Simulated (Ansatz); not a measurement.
`C[SiH2][CH2][GaH][SiH3]` + H₂S → `[SiH3]S` + `C[SiH2][CH2][GaH2]` at 600 K and 1 bar (cleavage of the Si–Ga bond).

Program: Ansatz. Geometries: PBE0-D4/def2-TZVP. ΔE: electronic, gas phase. CCSD(T)/CBS is the MP2 limit (def2-TZVPP, def2-QZVPP) plus CCSD(T) − MP2 in def2-TZVPP, frozen cores. This one scheme is used for every species. For Ga outer-core shells are correlated without core-valence functions, which leaves a few kJ/mol of doubt a bond. Scalar relativity is left out up to krypton. Each species was taken in one conformer, which may not be the lowest.

```csv
species,CCSD(T)/CBS energy (Eh),H − E (kJ/mol),S (J/(mol·K))
`C[SiH2][CH2][GaH][SiH3]`,-2584.83070,386.1,584.3
H₂S,-398.97279,60.8,230.9
`[SiH3]S`,-689.27336,126.3,326.2
`C[SiH2][CH2][GaH2]`,-2294.54249,318.1,487.1
```

H − E and S are ideal-gas, rigid-rotor, harmonic terms from PBE0-D4/def2-TZVP, for one conformer and one mirror image of each species. 1 Eh = 2625.50 kJ/mol, R = 8.31446 J/(mol·K).

By hand: ΔE, ΔH, ΔS and ΔG.

ΔE = (-689.27336) + (-2294.54249) − (-2584.83070) − (-398.97279) = -0.01236 Eh = -32.5 kJ/mol. Δ(H − E) = 126.3 + 318.1 − 386.1 − 60.8 = -2.5, so ΔH = -35.0 kJ/mol. ΔS = 326.2 + 487.1 − 584.3 − 230.9 = -1.9 J/(mol·K). ΔG = -35.0 − 600 × (-1.9)/1000 = -33.9 kJ/mol.

By hand: the equilibrium constant, and the temperature at which ΔG would vanish if ΔH and ΔS stayed fixed.

log₁₀ K = −ΔG/(RT ln 10) = 3.0. ΔG = 0 at ΔH/ΔS = 18421 K, far beyond where these terms or the molecules hold.

The number of gas molecules stays the same, so ΔS is small and ΔH decides. A doubt of 5 kJ/mol in ΔE shifts log₁₀ K by 0.4 here. Other conformers and mirror images would add mixing entropy, several J/(mol·K) or more a flexible species. Modes under 60 cm⁻¹, often nearly free rotors, make the harmonic entropy too high. These are equilibria of isolated gas molecules and say nothing of rates. Largest T1 diagnostic: 0.012 (customary marks: 0.02 for closed shells, 0.045 for open ones).
